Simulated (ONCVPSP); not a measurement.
# Configuration tests for Cs (ONCV)

| Property | Result |
| --- | --- |
| Element | Cs (Z = 55) |
| Generator | ONCVPSP 4.0.1 |
| Type | optimised norm-conserving Vanderbilt (ONCV) |
| Functional | PBEsol |
| Relativity | scalar-relativistic |
| Frozen core | [Kr] 4d10 |
| Valence charge | 9 |
| Reference configuration | 5s2 5p6 6s1 |
| Partial waves | 5s+6s: rc 3.05 bohr, ncon 4, nbas 8, qcut 3.5 1/bohr, 2 projectors; 5p: rc 2.40 bohr, ncon 5, nbas 8, qcut 4.8 1/bohr, 2 projectors, debl 3.6 Ha; d scattering state at 0.33 Ha: rc 2.70 bohr, ncon 4, nbas 9, qcut 3.2 1/bohr, 2 projectors, debl 1.6 Ha |
| Local potential | polynomial inside 1.95 bohr (lpopt 5, dvloc0 2 Ha) |
| Core correction | polynomial model core, fcfact 0.55 |

In the d channel the program set the typed energies aside and used 0.050, 1.650 Ha.

Energies are relative to the spin-unpolarised reference configuration 5s2 5p6 6s1; without spin polarisation the order of configurations can differ from experiment.

```tsv
valence configuration	charge	ΔE all-electron (eV)	error AE − PS (meV)
5s2 5p6 6s0	+1	3.792	-0.7
5s2 5p6 6s0.5	+0.5	1.457	-0.1
5s2 5p6 6s0 6p1	0	1.352	-0.1
```

Task: What are ΔE and the potential's error for 5s1 5p6 6s1?

Result: ΔE = 31.739 eV all-electron; the error (AE − PS) is -283 meV.

Levels in the configuration 5s1 5p6 6s1:

```json
{"level": "5s", "all-electron (eV)": "-36.939", "pseudo (eV)": "-37.538"}
{"level": "5p", "all-electron (eV)": "-23.025", "pseudo (eV)": "-23.116"}
{"level": "6s", "all-electron (eV)": "-7.427", "pseudo (eV)": "-7.465"}
```
